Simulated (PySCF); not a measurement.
# Electron correlation in Al⁺ (aluminium, charge +1)

[Ne] 3s1 3p1, high-spin 3P determinant (an excited configuration). Computed with PySCF 2.14 in x2c-QZVPPall with one added diffuse shell each of s, p, d, f type (10s7p5d3f1g, 86 functions), with scalar relativity by spin-free X2C-1e. Frozen: [Ne]; 2 electrons correlated.

Total MP2 correlation energy: -2.68 mhartree.

Same-spin part -2.68 and opposite-spin part 0.00 mhartree; SCS-MP2 scales them by 1/3 and 6/5 to -0.89 mhartree.
